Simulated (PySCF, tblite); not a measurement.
Species: C₃H₃FO₄Si.
InChI=1S/C3H3FO4Si/c1-9(4)7-2(5)3(6)8-9/h1H3

Computed, not measured: CAM-B3LYP/def2-SVPD in PySCF (dipole) on a GFN2-xTB geometry, gas phase.

Masses are those of the commonest isotopes; rigid-rotor values at the optimised geometry. 

What are A, B and C (MHz)?

Ia = 207.23, Ib = 453.27, Ic = 511.40 u·Å²; 505379 MHz·u·Å²/I gives A = 2439, B = 1115, C = 988.2 MHz.

What kind of rotor is it?

An asymmetric top. Ray's parameter κ = (2B − A − C)/(A − C) = -0.825; −1 is the prolate and +1 the oblate limit.

Is it planar, by Δ = Ic − Ia − Ib?

Not planar: Δ = Ic − Ia − Ib = -149.10 u·Å². For a rigid frame Δ = −2 Σ m c², so Σ m c² = 74.55 u·Å² lies off the ab plane: 10.14 from hydrogen and 64.41 from heavier atoms. The atom farthest from that plane is 2.43 Å away.

Give the other two planar moments, Paa and Pbb, and the rms extents of the mass along the axes.

Paa = Σ m a² = (Ib + Ic − Ia)/2 = 378.72 and Pbb = Σ m b² = (Ia + Ic − Ib)/2 = 132.68 u·Å². With the mass M = 149.98 u, the rms extents √(P/M) along a, b and c are 1.59, 0.94, 0.71 Å.

Give the coordinates in the principal-axis frame, origin at the centre of mass.

The sense of each axis is arbitrary; atoms in the order of the calculation.
| atom | mass (u) | a (Å) | b (Å) | c (Å) |
| --- | --- | --- | --- | --- |
| C1 | 12.000 | -2.300 | 0.001 | -1.475 |
| Si2 | 27.977 | -1.123 | 0.001 | -0.019 |
| F3 | 18.998 | -1.821 | -0.001 | 1.417 |
| O4 | 15.995 | -0.003 | 1.216 | -0.020 |
| C5 | 12.000 | 1.265 | 0.773 | -0.037 |
| O6 | 15.995 | 2.222 | 1.474 | -0.056 |
| C7 | 12.000 | 1.265 | -0.773 | -0.039 |
| O8 | 15.995 | 2.221 | -1.474 | -0.057 |
| O9 | 15.995 | -0.004 | -1.216 | -0.020 |
| H10 | 1.008 | -2.940 | 0.877 | -1.442 |
| H11 | 1.008 | -2.940 | -0.875 | -1.442 |
| H12 | 1.008 | -1.780 | 0.002 | -2.429 |

Where do the levels up to J = 2 lie, in K?

Above 0(0,0), as E/k:
J = 1: 1(0,1) 0.101, 1(1,1) 0.164, 1(1,0) 0.171
J = 2: 2(0,2) 0.302, 2(1,2) 0.360, 2(1,1) 0.379, 2(2,1) 0.569, 2(2,0) 0.570
Those of J = 1 are B + C, A + C and A + B.

Which lines would a microwave search look for?

The dipole components are |μa| = 5.36 D, |μb| = 0.00 D, |μc| = 2.16 D; the mirror of this Cs structure is the ac plane, so μb vanishes by symmetry and there are no b-type lines. Intensities carry the squares of the components, which stand as 1.00 : 0.16 (a : c). Some lines, for components of 0.1 D or more:

```csv
type,branch,"J(Ka,Kc)",MHz,lower level (cm⁻¹)
a,Q,"2(1,1) ← 2(1,2)",380,0.250
a,Q,"3(1,2) ← 3(1,3)",760,0.454
c,Q,"4(1,4) ← 4(0,4)",859,0.697
c,Q,"2(1,2) ← 2(0,2)",1206,0.210
c,Q,"1(1,1) ← 1(0,1)",1324,0.070
a,R,"1(0,1) ← 0(0,0)",2103,0.000
c,Q,"3(2,2) ← 3(1,2)",3787,0.480
c,Q,"2(2,1) ← 2(1,1)",3971,0.263
a,R,"2(1,2) ← 1(1,1)",4080,0.114
a,R,"2(0,2) ← 1(0,1)",4198,0.070
a,R,"2(1,1) ← 1(1,0)",4333,0.119
c,R,"2(1,1) ← 1(0,1)",5784,0.070
a,R,"3(1,3) ← 2(1,2)",6114,0.250
a,R,"3(0,3) ← 2(0,2)",6275,0.210
a,R,"3(1,2) ← 2(1,1)",6494,0.263
c,Q,"4(3,2) ← 4(2,2)",6837,0.891
c,R,"3(1,2) ← 2(0,2)",8080,0.210
a,R,"4(1,4) ← 3(1,3)",8143,0.454
c,R,"2(2,0) ← 1(1,0)",8313,0.119
a,R,"4(3,2) ← 3(3,1)",8429,0.838
c,R,"3(2,1) ← 2(1,1)",10324,0.263
c,R,"4(1,3) ← 3(0,3)",10452,0.419
c,R,"4(2,3) ← 3(1,3)",12953,0.454
c,R,"3(3,0) ← 2(2,0)",13242,0.396
c,R,"3(3,1) ← 2(2,1)",13251,0.396
c,R,"4(3,1) ← 3(2,1)",15330,0.607
c,R,"4(3,2) ← 3(2,2)",15370,0.606
c,R,"4(4,1) ← 3(3,1)",18124,0.838
```

Estimate the classical rotational partition function at 10 K, 200 K and 500 K.

Point group Cs, symmetry number σ = 1; q = (√π/σ)·√((kT/h)³/(ABC)), k/h = 20836.6 MHz/K: 3250 at 10 K, 291000 at 200 K, 1150000 at 500 K.

Its GFN2-xTB frequencies are all real (lowest 38 cm⁻¹). Constants of a rigid frame at the computed geometry: no zero-point averaging, no centrifugal distortion. A rigid rotor knows nothing of internal rotation, which can split or shift real lines.

The run took 62 s of wall time (grids of density and orbitals included) on one thread of an Arm Neoverse V1 (shared host), and the process peaked at 1.0 GiB of memory. This is the CAM-B3LYP/def2-SVPD job that gave the dipole, with the excitations it also computed.
